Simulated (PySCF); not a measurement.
Sb(OH)(TeH)2 (H3OSbTe2), SMILES [TeH][Sb]([OH])[TeH]. Atoms are numbered in the order given.

```xyz
7

Sb    -0.1278    -0.2285     1.0944
O     -1.8769    -1.1337     0.7153
H     -2.5236    -0.4547     0.4643
Te    -0.6939     2.1663    -0.2789
H     -0.7676     1.3680    -1.7395
Te     1.1208    -1.7602    -0.8740
H      2.6252    -1.3109    -0.3070
```
Charge 0, spin multiplicity 1.

Geometry: r2SCAN-D4/def2-SVP. The structure was generated by enumeration; whether it is a known compound was not checked. The def2 effective core potentials stand for the cores of Sb, Te; spin–orbit coupling is left out. One conformer was computed; it need not be the lowest.

Computed with PBE/def2-TZVP (PySCF).

Computed frontier levels, gap, dipole moment and polarisability:
| Quantity | Value |
|---|---|
| highest occupied level | -5.39 eV |
| lowest empty level | -2.76 eV |
| orbital gap | 2.63 eV |
| dipole moment | 1.33 D |
| quadrupole, principal values (traceless, Buckingham form, about the centre of nuclear charge) | -9.62, 3.31, 6.31 D·Å |
| mean static polarisability | 136.0 bohr³ (20.16 Å³) |
| polarisability, principal values | 99.4, 122.8, 185.8 bohr³ |
